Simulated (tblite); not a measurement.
Isomers of C7H8O. Calculated harmonic vibrations of the isolated species, GFN2-xTB (tblite), most abundant isotopes, no scaling. The method is semi-empirical: single wavenumbers can be off by several per cent or more. One conformer each.

Electronic energies: GFN2-xTB at the same geometries; isomer energies are rough at this level and their order can be wrong.

| SMILES | electronic energy, lowest = 0 (kJ/mol) |
| --- | --- |
| C=CC#CC(=C)OC | 308.6 |
| Cc1ccccc1O | 0.0 |
| C=CCc1ccoc1 | 100.6 |

Question: How do GFN2-xTB zero-point energies change the relative energies?

Answer: 
```json
{"SMILES": "Cc1ccccc1O", "ZPE (kJ/mol)": "338.1", "of it from modes above 1550 cm⁻¹": "168.1", "electronic (kJ/mol)": "0.0", "with ZPE, lowest = 0 (kJ/mol)": "0.0", "lowest mode (cm⁻¹)": "144", "rings": "1"}
{"SMILES": "C=CCc1ccoc1", "ZPE (kJ/mol)": "336.4", "of it from modes above 1550 cm⁻¹": "167.9", "electronic (kJ/mol)": "100.6", "with ZPE, lowest = 0 (kJ/mol)": "98.9", "lowest mode (cm⁻¹)": "24", "rings": "1"}
{"SMILES": "C=CC#CC(=C)OC", "ZPE (kJ/mol)": "325.0", "of it from modes above 1550 cm⁻¹": "180.1", "electronic (kJ/mol)": "308.6", "with ZPE, lowest = 0 (kJ/mol)": "295.5", "lowest mode (cm⁻¹)": "34", "rings": "0"}
```

The zero-point energies span 13.1 kJ/mol, from `C=CC#CC(=C)OC` to `Cc1ccccc1O`. The order is unchanged.
